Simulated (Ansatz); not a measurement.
Ansatz (a quantum-chemistry and plane-wave program) input (B3LYP-D3(BJ)/def2-TZVP):

Ansatz 0.2 input:
```yaml
crystal:
  periodic: [false, false, false]
  atoms:
    - {symbol: C, position_ang: [-1.97981384, 0.31345445, 0.08106135]}
    - {symbol: C, position_ang: [-0.59520771, 0.33550821, 0.22445860]}
    - {symbol: C, position_ang: [0.41655720, -0.47129340, -0.27200996]}
    - {symbol: C, position_ang: [1.87146543, -0.19567638, -0.05193242]}
    - {symbol: H, position_ang: [-2.60393903, 1.02062362, 0.61400246]}
    - {symbol: H, position_ang: [-2.48447479, -0.44772868, -0.50777386]}
    - {symbol: H, position_ang: [-0.22722236, 1.15471460, 0.85683163]}
    - {symbol: H, position_ang: [0.16332696, -1.30682459, -0.92435528]}
    - {symbol: H, position_ang: [1.99224342, 0.62843535, 0.66328125]}
    - {symbol: H, position_ang: [2.44082811, 0.10710347, -0.95719285]}
    - {symbol: H, position_ang: [2.44123108, -1.04828114, 0.36574115]}
basis:
  gaussian:
    orbitals: def2-TZVP
hamiltonian:
  xc: b3lyp
  dispersion: d3bj
total_charge: -1
phonons: {temperatures: {t_min: 298.15, t_max: 298.15, t_step: 100}}
```

Output:

```
Functional definition: B3LYP
integrals: 0.06 GiB planned
1028 factors; their error is unknown
mean field: 0.69 GiB planned
mean field evaluation 1: about -4255.1450 eV, gradient 5.4e1 eV
mean field evaluation 2: about -4226.1867 eV, gradient 9.1e1 eV
mean field evaluation 4: about -4262.3388 eV, gradient 9.8e0 eV
mean field evaluation 8: about -4262.6084 eV, gradient 2.4e-1 eV
mean field evaluation 16: about -4262.5943 eV, gradient 6.3e-3 eV
mean field -4262.59430260 eV, -156.6474513304 hartree, gradient 2.3e-5 eV, S^2 0.000000; 0 other end points of the search recorded, 0 dependent functions left out
the calculation of the forces begins
reference -4262.59457265 eV, -156.6474612543 hartree; 16, 16 occupied and 150, 150 virtual orbitals, 1028 factors
these checks for a lower state are left out or cut short: stability, starts, cluster_reference, orbital_swaps, neighbouring_geometries, increment
integrals: 0.06 GiB planned
1028 factors; their error is unknown
mean field: 0.69 GiB planned
mean field -4262.59405597 eV, -156.6474422668 hartree, gradient 1.9e-6 eV, S^2 0.000000; 0 other end points of the search recorded, 0 dependent functions left out
the calculation of the forces begins
reference -4262.59432588 eV, -156.6474521859 hartree; 16, 16 occupied and 150, 150 virtual orbitals, 1028 factors
these checks for a lower state are left out or cut short: stability, starts, cluster_reference, orbital_swaps, neighbouring_geometries, increment
integrals: 0.06 GiB planned
1028 factors; their error is unknown
mean field: 0.69 GiB planned
mean field evaluation 32: about -4262.5942 eV, gradient 6.1e-3 eV
mean field -4262.59415275 eV, -156.6474458235 hartree, gradient 1.9e-6 eV, S^2 0.000000; 0 other end points of the search recorded, 0 dependent functions left out
the calculation of the forces begins
reference -4262.59442292 eV, -156.6474557522 hartree; 16, 16 occupied and 150, 150 virtual orbitals, 1028 factors
these checks for a lower state are left out or cut short: stability, starts, cluster_reference, orbital_swaps, neighbouring_geometries, increment
integrals: 0.06 GiB planned
1028 factors; their error is unknown
mean field: 0.69 GiB planned
mean field -4262.59419568 eV, -156.6474474012 hartree, gradient 1.9e-6 eV, S^2 0.000000; 0 other end points of the search recorded, 0 dependent functions left out
the calculation of the forces begins
reference -4262.59446570 eV, -156.6474573243 hartree; 16, 16 occupied and 150, 150 virtual orbitals, 1028 factors
these checks for a lower state are left out or cut short: stability, starts, cluster_reference, orbital_swaps, neighbouring_geometries, increment
integrals: 0.06 GiB planned
1028 factors; their error is unknown
mean field: 0.69 GiB planned
mean field -4262.59417364 eV, -156.6474465912 hartree, gradient 1.9e-6 eV, S^2 0.000000; 0 other end points of the search recorded, 0 dependent functions left out
the calculation of the forces begins
reference -4262.59444371 eV, -156.6474565159 hartree; 16, 16 occupied and 150, 150 virtual orbitals, 1028 factors
these checks for a lower state are left out or cut short: stability, starts, cluster_reference, orbital_swaps, neighbouring_geometries, increment
integrals: 0.06 GiB planned
1028 factors; their error is unknown
mean field: 0.69 GiB planned
mean field -4262.59423597 eV, -156.6474488817 hartree, gradient 1.9e-6 eV, S^2 0.000000; 0 other end points of the search recorded, 0 dependent functions left out
the calculation of the forces begins
reference -4262.59450600 eV, -156.6474588053 hartree; 16, 16 occupied and 150, 150 virtual orbitals, 1028 factors
these checks for a lower state are left out or cut short: stability, starts, cluster_reference, orbital_swaps, neighbouring_geometries, increment
integrals: 0.06 GiB planned
[...]
1028 factors; their error is unknown
mean field: 0.69 GiB planned
mean field -4262.59426096 eV, -156.6474498001 hartree, gradient 1.9e-6 eV, S^2 0.000000; 0 other end points of the search recorded, 0 dependent functions left out
the calculation of the forces begins
reference -4262.59453101 eV, -156.6474597242 hartree; 16, 16 occupied and 150, 150 virtual orbitals, 1028 factors
these checks for a lower state are left out or cut short: stability, starts, cluster_reference, orbital_swaps, neighbouring_geometries, increment
integrals: 0.06 GiB planned
1028 factors; their error is unknown
mean field: 0.69 GiB planned
mean field -4262.59424629 eV, -156.6474492611 hartree, gradient 1.9e-6 eV, S^2 0.000000; 0 other end points of the search recorded, 0 dependent functions left out
the calculation of the forces begins
reference -4262.59451633 eV, -156.6474591849 hartree; 16, 16 occupied and 150, 150 virtual orbitals, 1028 factors
these checks for a lower state are left out or cut short: stability, starts, cluster_reference, orbital_swaps, neighbouring_geometries, increment
integrals: 0.06 GiB planned
1028 factors; their error is unknown
mean field: 0.69 GiB planned
mean field -4262.59429756 eV, -156.6474511450 hartree, gradient 1.9e-6 eV, S^2 0.000000; 0 other end points of the search recorded, 0 dependent functions left out
the calculation of the forces begins
reference -4262.59456763 eV, -156.6474610701 hartree; 16, 16 occupied and 150, 150 virtual orbitals, 1028 factors
these checks for a lower state are left out or cut short: stability, starts, cluster_reference, orbital_swaps, neighbouring_geometries, increment
integrals: 0.06 GiB planned
1028 factors; their error is unknown
mean field: 0.69 GiB planned
mean field -4262.59424592 eV, -156.6474492473 hartree, gradient 1.9e-6 eV, S^2 0.000000; 0 other end points of the search recorded, 0 dependent functions left out
the calculation of the forces begins
reference -4262.59451593 eV, -156.6474591701 hartree; 16, 16 occupied and 150, 150 virtual orbitals, 1028 factors
these checks for a lower state are left out or cut short: stability, starts, cluster_reference, orbital_swaps, neighbouring_geometries, increment
integrals: 0.06 GiB planned
1028 factors; their error is unknown
mean field: 0.69 GiB planned
mean field evaluation 416: about -4262.5943 eV, gradient 3.2e-4 eV
mean field -4262.59428472 eV, -156.6474506733 hartree, gradient 1.9e-6 eV, S^2 0.000000; 0 other end points of the search recorded, 0 dependent functions left out
the calculation of the forces begins
reference -4262.59455479 eV, -156.6474605982 hartree; 16, 16 occupied and 150, 150 virtual orbitals, 1028 factors
these checks for a lower state are left out or cut short: stability, starts, cluster_reference, orbital_swaps, neighbouring_geometries, increment
integrals: 0.06 GiB planned
1028 factors; their error is unknown
mean field: 0.69 GiB planned
mean field -4262.59428332 eV, -156.6474506218 hartree, gradient 1.9e-6 eV, S^2 0.000000; 0 other end points of the search recorded, 0 dependent functions left out
the calculation of the forces begins
reference -4262.59455334 eV, -156.6474605449 hartree; 16, 16 occupied and 150, 150 virtual orbitals, 1028 factors
these checks for a lower state are left out or cut short: stability, starts, cluster_reference, orbital_swaps, neighbouring_geometries, increment
integrals: 0.06 GiB planned
1028 factors; their error is unknown
mean field: 0.69 GiB planned
mean field -4262.59423160 eV, -156.6474487212 hartree, gradient 1.9e-6 eV, S^2 0.000000; 0 other end points of the search recorded, 0 dependent functions left out
the calculation of the forces begins
reference -4262.59450160 eV, -156.6474586433 hartree; 16, 16 occupied and 150, 150 virtual orbitals, 1028 factors
these checks for a lower state are left out or cut short: stability, starts, cluster_reference, orbital_swaps, neighbouring_geometries, increment
integrals: 0.06 GiB planned
1028 factors; their error is unknown
mean field: 0.69 GiB planned
mean field -4262.59424780 eV, -156.6474493164 hartree, gradient 1.9e-6 eV, S^2 0.000000; 0 other end points of the search recorded, 0 dependent functions left out
the calculation of the forces begins
reference -4262.59451789 eV, -156.6474592422 hartree; 16, 16 occupied and 150, 150 virtual orbitals, 1028 factors
these checks for a lower state are left out or cut short: stability, starts, cluster_reference, orbital_swaps, neighbouring_geometries, increment
integrals: 0.06 GiB planned
1028 factors; their error is unknown
mean field: 0.69 GiB planned
mean field -4262.59429394 eV, -156.6474510119 hartree, gradient 1.9e-6 eV, S^2 0.000000; 0 other end points of the search recorded, 0 dependent functions left out
the calculation of the forces begins
reference -4262.59456392 eV, -156.6474609335 hartree; 16, 16 occupied and 150, 150 virtual orbitals, 1028 factors
these checks for a lower state are left out or cut short: stability, starts, cluster_reference, orbital_swaps, neighbouring_geometries, increment
integrals: 0.06 GiB planned
1028 factors; their error is unknown
mean field: 0.69 GiB planned
mean field evaluation 448: about -4262.6080 eV, gradient 5.1e-1 eV
mean field -4262.59424663 eV, -156.6474492735 hartree, gradient 1.9e-6 eV, S^2 0.000000; 0 other end points of the search recorded, 0 dependent functions left out
the calculation of the forces begins
reference -4262.59451674 eV, -156.6474591998 hartree; 16, 16 occupied and 150, 150 virtual orbitals, 1028 factors
these checks for a lower state are left out or cut short: stability, starts, cluster_reference, orbital_swaps, neighbouring_geometries, increment
integrals: 0.06 GiB planned
1028 factors; their error is unknown
mean field: 0.69 GiB planned
mean field -4262.59423490 eV, -156.6474488425 hartree, gradient 1.9e-6 eV, S^2 0.000000; 0 other end points of the search recorded, 0 dependent functions left out
the calculation of the forces begins
reference -4262.59450499 eV, -156.6474587681 hartree; 16, 16 occupied and 150, 150 virtual orbitals, 1028 factors
these checks for a lower state are left out or cut short: stability, starts, cluster_reference, orbital_swaps, neighbouring_geometries, increment
integrals: 0.06 GiB planned
1028 factors; their error is unknown
mean field: 0.69 GiB planned
mean field -4262.59425125 eV, -156.6474494432 hartree, gradient 1.9e-6 eV, S^2 0.000000; 0 other end points of the search recorded, 0 dependent functions left out
the calculation of the forces begins
reference -4262.59452125 eV, -156.6474593656 hartree; 16, 16 occupied and 150, 150 virtual orbitals, 1028 factors
these checks for a lower state are left out or cut short: stability, starts, cluster_reference, orbital_swaps, neighbouring_geometries, increment
integrals: 0.06 GiB planned
1028 factors; their error is unknown
mean field: 0.69 GiB planned
mean field -4262.59428147 eV, -156.6474505538 hartree, gradient 1.9e-6 eV, S^2 0.000000; 0 other end points of the search recorded, 0 dependent functions left out
the calculation of the forces begins
reference -4262.59455147 eV, -156.6474604763 hartree; 16, 16 occupied and 150, 150 virtual orbitals, 1028 factors
these checks for a lower state are left out or cut short: stability, starts, cluster_reference, orbital_swaps, neighbouring_geometries, increment
integrals: 0.06 GiB planned
1028 factors; their error is unknown
mean field: 0.69 GiB planned
mean field evaluation 480: about -4262.5943 eV, gradient 6.1e-3 eV
mean field -4262.59427571 eV, -156.6474503424 hartree, gradient 1.9e-6 eV, S^2 0.000000; 0 other end points of the search recorded, 0 dependent functions left out
the calculation of the forces begins
reference -4262.59454580 eV, -156.6474602677 hartree; 16, 16 occupied and 150, 150 virtual orbitals, 1028 factors
Total energy: -4262.90468050 eV, -156.6588575079 hartree
Atom 0 at    -1.979814     0.313454     0.081061 Å, force     0.000340     0.000155     0.000507 eV/Å
Atom 1 at    -0.595208     0.335508     0.224459 Å, force    -0.001183     0.000080    -0.000518 eV/Å
Atom 2 at     0.416557    -0.471293    -0.272010 Å, force     0.000284     0.000233     0.000120 eV/Å
Atom 3 at     1.871465    -0.195676    -0.051932 Å, force    -0.000367    -0.000061    -0.000713 eV/Å
Atom 4 at    -2.603939     1.020624     0.614002 Å, force    -0.000202    -0.000223    -0.000032 eV/Å
Atom 5 at    -2.484475    -0.447729    -0.507774 Å, force    -0.000039     0.000107     0.000009 eV/Å
Atom 6 at    -0.227222     1.154715     0.856832 Å, force     0.000244     0.000237    -0.000130 eV/Å
Atom 7 at     0.163327    -1.306825    -0.924355 Å, force     0.000261    -0.000170     0.000246 eV/Å
Atom 8 at     1.992243     0.628435     0.663281 Å, force    -0.000056    -0.000385     0.000518 eV/Å
Atom 9 at     2.440828     0.107103    -0.957193 Å, force     0.000475    -0.000127     0.000147 eV/Å
Atom 10 at     2.441231    -1.048281     0.365741 Å, force     0.000242     0.000154    -0.000154 eV/Å
Dipole moment:     0.590010     0.006425     0.046885 e Å
Vibrations: 43.89 211.34 286.58 300.15 493.91 512.74 642.89 880.69 950.59 981.84 1049.40 1108.21 1234.52 1275.01 1324.34 1390.41 1449.93 1465.09 1501.11 1603.72 2764.52 2843.64 2982.58 2999.29 3072.64 3096.06 3168.98 cm⁻¹, zero-point energy 2.456999 eV
```

It need not be the lowest isomer of its formula. Whether it binds its extra electron was not tested at this geometry.
